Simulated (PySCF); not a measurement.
Bond length, frequency and bond energy of SrSb by level of theory

State: ⁴Σ⁻ (quartet), unpaired electrons σ ↑, π ↑↑. Set-up: basis Sr def2-SVPD with ECP28, Sb def2-SVPD with ECP28; scalar-relativistic core potentials; PySCF 2.14. De refers to Sr + Sb in their high-spin ground configurations, without counterpoise correction. The functionals are run spin-unrestricted. A positive dipole means Sr(−)Sb(+).

```
      Level  Re (Å)  ωe (cm⁻¹)  De (eV)  μ (D)
        UHF   3.352        127    0.472  -4.94
    UHF-MP2   3.305        125     0.53    n/a
UHF-SCS-MP2   3.325        122    0.454    n/a
        PBE   3.268        124     1.08  -3.73
     revPBE   3.293        121     0.98  -3.76
       TPSS   3.276        126     1.13  -3.81
     r²SCAN   3.262        130     1.18  -4.42
       PBE0   3.258        129     1.02  -4.15
        M06   3.310        115     0.87  -2.51
  CAM-B3LYP   3.263        131     0.92  -4.61
```

The bond length runs from 3.258 Å (PBE0) to 3.352 Å (UHF). De spans 0.45 eV (UHF-SCS-MP2, perturbation theory) to 1.18 eV (r²SCAN, meta-GGA).

Correlated steps freeze 4 core orbitals. Correlated levels converge slowly with the basis: in double zeta they bind strong bonds too weakly, by up to about 1 eV, and carry superposition errors of some tenths. These are scalar-relativistic numbers at best; spin–orbit coupling would shift them, the dissociation energy most. The state is the lowest determinant that a PBE0 search found; another state may lie lower at other levels.

The whole job (state search and all levels along the bond) took about 2.6 min on 1 thread of Arm Neoverse V1 (shared host), peak memory 0.86 GiB.
